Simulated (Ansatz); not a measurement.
H5BSi2, SMILES `[SiH2]=B[SiH3]` (charge 0, multiplicity 1).

Calculation: PBE/cc-pVTZ // PBE0-D3(BJ)/def2-TZVP run with Ansatz (a first-principles code).

Ansatz 0.2 input:
```yaml
crystal:
  periodic: [false, false, false]
  atoms:
    - { symbol: Si, position_ang: [2.11747, -0.154823, -0.023277] }
    - { symbol: B, position_ang: [0.288569, -0.098635, 0.042341] }
    - { symbol: Si, position_ang: [-1.670291, 0.076456, 0.045993] }
    - { symbol: H, position_ang: [2.900241, 0.901769, -0.699863] }
    - { symbol: H, position_ang: [2.887156, -1.256338, 0.594124] }
    - { symbol: H, position_ang: [-2.255018, 0.211577, 1.406981] }
    - { symbol: H, position_ang: [-1.898519, 1.348026, -0.702693] }
    - { symbol: H, position_ang: [-2.369608, -1.028032, -0.663608] }
basis:
  gaussian: { orbitals: cc-pVTZ }
hamiltonian:
  xc: pbe
```

Output:

```
Functional definition: PBE
1062 factors; their error is unknown
mean field evaluation 1: about -16497.9058 eV, gradient 2.7e1 eV
mean field evaluation 2: about -16491.5204 eV, gradient 4.3e1 eV
mean field evaluation 4: about -16500.8439 eV, gradient 2.2e0 eV
mean field evaluation 8: about -16500.8604 eV, gradient 2.6e-1 eV
mean field evaluation 16: about -16500.8117 eV, gradient 1.4e-4 eV
mean field -16500.81170929 eV, -606.3936456643 hartree, gradient 4.2e-5 eV, S^2 0.000000; 1 other end points of the search recorded, 0 dependent functions left out
reference -16500.81175298 eV, -606.3936472703 hartree; 19, 19 occupied and 149, 149 virtual orbitals, 1062 factors
Total energy: -16500.81175298 eV, -606.3936472703 hartree
```
